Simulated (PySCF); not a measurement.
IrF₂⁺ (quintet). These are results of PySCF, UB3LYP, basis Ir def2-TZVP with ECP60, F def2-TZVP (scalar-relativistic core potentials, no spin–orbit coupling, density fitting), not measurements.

Harmonic bands of its minimum:

```tsv
ω (cm⁻¹)	IR (km/mol, summed over degenerate members)	degeneracy
134	17.4	2
734	0.0	1
770	136	1
```

Problem. The central atom is Ir. Infer the point group and assign the bands.

Solution. D∞h. The modes span πu + σg+ + σu+: 134 πu, 734 σg+, 770 σu+. The computed geometry has Ir–F 1.821 Å (×2); F–Ir–F 180.0°.

Only a few start shapes were tried, so a lower isomer may exist. With open d or f shells other occupations or spin states may lie lower. No spin–orbit coupling is included, which matters more the heavier the element.
